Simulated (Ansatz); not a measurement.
Species: P2H4, charge 1, doublet. P2H4+ (parent SMILES PP, doublet).
B3LYP-D3(BJ)/def2-TZVP minimum from Ansatz (a program for electronic structure):
```
P
H 1 1.4103
H 1 1.4103 2 102.54
P 1 2.1485 2 102.94 3 106.64
H 4 1.4103 1 102.94 2 -180.00
H 4 1.4103 5 102.54 1 106.64
```
Charge +1, spin multiplicity 2.

Total energies in cc-pV(T+d)Z, 13 correlated electrons, 10 frozen orbitals. Radicals and triplets start from unrestricted determinants; spin-orbit coupling is neglected. Cores are frozen in correlated methods. No relativity. The UHF reference of H4P2+ (parent SMILES PP, doublet) is spin-contaminated (<S^2> up to 0.07 over the pure value in the sets run). The spin of H4P2+ (parent SMILES PP, doublet) was assumed, and the state is the lowest solution found for it.

```tsv
method	program	energy (Eh)	minus CCSDT(Q) (mEh)
HF	Ansatz	-683.54563	344.26
MP2	Ansatz	-683.82716	62.73
CCSD	Ansatz	-683.87311	16.78
CCSD(T)	Ansatz	-683.88732	2.58
CCSDT(Q)	Ansatz	-683.88990	0.00
```

Rough core times of Ansatz's runs on a shared machine: CCSD(T) 40 s, CCSDT(Q) 60 min.
